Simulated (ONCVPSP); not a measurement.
Transferability test, ONCV potential for Sn (Z = 50)

ONCVPSP 4.0.1 input, shortened (lines: element, Z, core and valence counts, functional; n l f; lmax; l rc ep ncon nbas qcut; lloc lpopt rc5 dvloc0; l nproj debl; icmod fcfact rcfact), LDA (Perdew-Wang 92), scalar-relativistic:

```
  Sn 50.00    9    2  -001012      upf
    1    0    2.00
    2    0    2.00
    2    1    6.00
    3    0    2.00
    3    1    6.00
    3    2   10.00
    4    0    2.00
    4    1    6.00
    4    2   10.00
    5    0    1.75
    5    1    2.25
    2
    0    2.15    0.00    4    8    3.10
    1    2.05    0.00    3    7    3.60
    2    2.10    0.29    3    7    4.40
    4    5    1.70    4.00
    0    1    2.80
    1    2    2.10
    2    1    1.10
    3    1.50    1.20
```

Energies are relative to the spin-unpolarised reference configuration 5s1.75 5p2.25; without spin polarisation the order of configurations can differ from experiment.

| valence configuration | charge | ΔE all-electron (eV) | error AE − PS (meV) |
| --- | --- | --- | --- |
| 5s2 5p2 | 0 | -1.744 | +0.3 |
| 5s1 5p0 | +3 | 51.053 | +154 |

**Question.** What are ΔE and the potential's error for 5s2 5p1?

**Answer.** ΔE = 5.348 eV all-electron; the error (AE − PS) is +5.0 meV.

**Question.** What are ΔE and the potential's error for 5s2 5p0?

**Answer.** ΔE = 19.606 eV all-electron; the error (AE − PS) is +38 meV.

Note: no bound ghost flagged; GHOST(+) flagged for s at 38.5 eV.
